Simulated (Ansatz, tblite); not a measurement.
Cost and result up the ladder for `CN(C)c1ccc(/C=C/c2ccc(/C=C/c3ccc(/C=C/C#N)cc3)cc2)cc1` (53 atoms). Charge 0, multiplicity 1. Geometry: PBE-D4/def2-SVP.

Ansatz on 2 threads of AMD EPYC 7R13 on a shared host and a share (18 GiB) of an NVIDIA H100 80GB HBM3; xTB runs through tblite on one thread. Times are rough, summed over both states, and most runs start from the orbitals of an earlier one. PBE0-D4/def2-TZVP serves as the yardstick here, not as an exact answer. The other state is a doublet.

The xTB rows come from tblite. Single mean-field runs in def2-TZVP are fitted with def2-universal-jkfit.

Raw xTB energies of ions are shifted by several eV.

```
                         level  functions  vertical IE (eV)  difference from PBE0-D4/def2-TZVP (eV)
                      GFN1-xTB        164             11.87                                    5.57
                      GFN2-xTB        140             10.94                                    4.65
PBE-D4/def2-TZVP (with forces)       1043              6.07                                   -0.22
             PBE0-D4/def2-TZVP       1043              6.29                                    0.00
```

Problem. Estimate how long each takes.

Solution. GFN2-xTB 0.24 s; GFN1-xTB 0.31 s; PBE-D4/def2-TZVP (with forces) 21 s; PBE0-D4/def2-TZVP 35 s. On shared hardware such times vary by a factor of up to 3.
